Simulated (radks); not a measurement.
The numbers below are computed, except where a source is named.
Ionisation of F+, [He] 2s2 2p4, to F2+, [He] 2s2 2p3, under several functionals. Non-relativistic Kohn-Sham, spin-unpolarised, spherical densities, point nucleus; a radial shooting solver on a logarithmic mesh with Libxc functionals.

| functional | E(F+) (hartree) | Exc (hartree) | IE (eV) | -e(HOMO) (eV) | <r> HOMO (bohr) | IE error (eV) |
|---|---|---|---|---|---|---|
| BLYP | -99.02971 | -9.79004 | 38.419 | 28.332 | 0.9839 | +3.448 |
| SCAN | -98.96545 | -9.73333 | 38.803 | 28.798 | 0.9806 | +3.832 |
| exchange-only r2SCAN | -98.68572 | -9.44323 | 37.802 | 27.823 | 0.9846 | +2.831 |
| MS2 meta-GGA | -99.01051 | -9.77956 | 38.513 | 28.486 | 0.9833 | +3.542 |
| LDA (Slater exchange, Perdew-Zunger correlation) | -98.37559 | -9.10497 | 38.522 | 28.465 | 0.9830 | +3.551 |
| B86b exchange with PBE correlation | -99.00825 | -9.77022 | 38.451 | 28.367 | 0.9826 | +3.480 |

NIST Atomic Spectra Database: 34.971 eV (measured). Closest: exchange-only r2SCAN. The Delta-SCF values span 1.00 eV, the total energies 0.65 hartree. The highest occupied level is 2p. Spin polarisation and multiplet splitting are left out, so open shells lie too high by an amount that depends on their filling.

Beside tabulated values, note that spin-unpolarised runs miss the spin-polarisation part of the exchange energy of open shells.
